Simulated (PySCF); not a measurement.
Harmonic spectrum computed at PBE0 in the def2-TZVP basis family (core potentials from Rb on, PySCF, no spin–orbit coupling):

```csv
symmetry,ω (cm⁻¹),IR (km/mol)
a',486,139
a'',642,36.3
a',658,63.2
a',1180,87.2
a'',1886,261
a',1924,82.8
```

Which molecule gave it? In each, all ligands are bound to the one heavy central atom.
A. H₂NbN (singlet)
B. H₂RuN (doublet)
C. H₂WN (doublet)
D. H₂TaN (singlet)
E. H₂MoN (doublet)

E. It has Cs symmetry with Mo–H 1.700 Å (×2), Mo–N 1.613 Å.
